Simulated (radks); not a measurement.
Valence configurations of neutral nitrogen (all share [He]). All-electron calculation, Dirac Kohn-Sham, PBE, spin-unpolarised, spherical densities, finite nucleus; open shells fill j = l - 1/2 first; Fermi nuclear charge, rms radius 2.5582 fm. Program: a radial shooting solver on a logarithmic mesh with Libxc functionals. Energies are relative to 2s2 2p3; eigenvalues in eV.

valence      E (eV)  e(2p1/2)  e(2p3/2)  e(2s1/2)
2s2 2p3       0.000    -7.098    -7.079   -18.578
2s1 2p4      11.514    -7.519    -7.500   -19.027
2s1.5 2p3.5   5.753    -7.313    -7.294   -18.808
2s0.5 2p4.5  17.280    -7.716    -7.696   -19.236
2p5          23.053    -7.905    -7.885         -

NIST lists [He] 2s2 2p3 as the ground configuration; this level of theory agrees among the configurations tried. The energies are those of spherical spin-averaged densities, not of single terms.
